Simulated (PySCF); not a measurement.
**Spin-rotation constants: SMILES OC[C@@H]1C[C@@H]2C[C@@H]2C1, C7H12O**

Geometry (Å), atoms numbered from 1 in this order:
```xyz
20

O     2.602    1.487    0.628
C     1.894    0.796   -0.373
C     0.854   -0.175    0.187
C     0.122   -0.957   -0.920
C    -1.269   -1.219   -0.373
C    -2.247   -0.089   -0.472
C    -1.494   -0.314    0.804
C    -0.246    0.522    1.011
H     3.015    0.842    1.214
H     2.590    0.247   -1.026
H     1.404    1.571   -0.968
H     1.370   -0.894    0.836
H     0.640   -1.886   -1.156
H     0.073   -0.359   -1.833
H    -1.635   -2.235   -0.389
H    -1.980    0.764   -1.078
H    -3.301   -0.325   -0.492
H    -2.033   -0.644    1.680
H    -0.392    1.542    0.651
H     0.026    0.580    2.065
```

Level of theory: GIAO B3LYP/pcSseg-1 magnetisability, rotational g tensor and spin-rotation constants, non-relativistic, gas phase (PySCF 2.14.0). Geometry: GFN2-xTB.

Give the nuclear spin-rotation constants along the inertial axes (H = +C I·J) beside the isotropic shieldings.

Rotational constants 4.7902, 1.3107, 1.1679 GHz. A star marks the isotopologue with that one atom substituted, in its own axes.
| atom | isotope | Caa (kHz) | Cbb (kHz) | Ccc (kHz) | mean (kHz) | σ (ppm) |
| --- | --- | --- | --- | --- | --- | --- |
| H9 | 1H | -0.598 | -0.183 | -0.001 | -0.261 | 32.2 |
| H10 | 1H | -0.422 | 0.045 | -0.103 | -0.160 | 27.7 |
| H11 | 1H | -0.502 | -0.148 | 0.067 | -0.195 | 28.6 |
| H12 | 1H | -0.458 | -0.168 | 0.055 | -0.190 | 29.5 |
| H13 | 1H | -0.523 | -0.018 | -0.070 | -0.203 | 29.8 |
| H14 | 1H | -0.571 | -0.128 | 0.014 | -0.228 | 31.1 |
| H15 | 1H | -0.277 | -0.104 | -0.070 | -0.150 | 30.5 |
| H16 | 1H | -0.484 | -0.158 | -0.007 | -0.217 | 32.2 |
| H17 | 1H | 0.051 | -0.143 | -0.123 | -0.072 | 30.9 |
| H18 | 1H | -0.415 | -0.069 | -0.066 | -0.183 | 30.5 |
| H19 | 1H | -0.562 | -0.116 | 0.013 | -0.222 | 30.6 |
| H20 | 1H | -0.445 | -0.038 | -0.059 | -0.180 | 29.3 |
| O1 | 17O* | -0.465 | -0.173 | -0.060 | -0.233 | 282.1 |
| C2 | 13C* | 1.010 | 0.319 | 0.297 | 0.542 | 105.8 |
| C3 | 13C* | 0.806 | 0.269 | 0.319 | 0.465 | 121.0 |
| C4 | 13C* | 0.729 | 0.242 | 0.236 | 0.402 | 144.1 |
| C5 | 13C* | 0.428 | 0.237 | 0.232 | 0.299 | 159.2 |
| C6 | 13C* | 0.643 | 0.213 | 0.213 | 0.356 | 156.6 |

For the geometry as given, no vibrational averaging.

How do the rotational constants and the g tensor change when H9, H10, H11, H12, H13, H14, H15, H16, H17, H18, H19, H20 are replaced by deuterium?

Constants 3.6345, 1.1405, 1.0189 GHz; g 0.0111, -0.0044, -0.0061, against 0.0149, -0.0051, -0.0070 before.
